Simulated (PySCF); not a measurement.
**Radial density of Ti+ (titanium, charge +1)**

UHF, [Ar] 3d2 4s1, high-spin 4F determinant. Calculation: PySCF 2.14, in cc-pVDZ (6s5p3d1f, 43 functions); no relativity, point nucleus.

```csv
r (bohr),4πr²ρ (e/bohr),4πr²(ρα − ρβ)
0.00124,0.1308,0.0001
0.00209,0.3564,0.0001
0.00351,0.9474,0.0004
0.00591,2.412,0.0010
0.00994,5.719,0.0023
0.0167,12.03,0.0047
0.0281,20.73,0.0075
0.0473,26.02,0.0067
0.0795,21.90,0.0003
0.134,20.60,0.0124
0.225,28.00,0.0867
0.379,15.90,0.3387
0.637,8.241,1.0361
1.07,9.210,1.3181
1.80,2.370,0.8514
3.03,0.5313,0.5030
5.10,0.09604,0.0960
8.57,0.0007653,0.0008
```
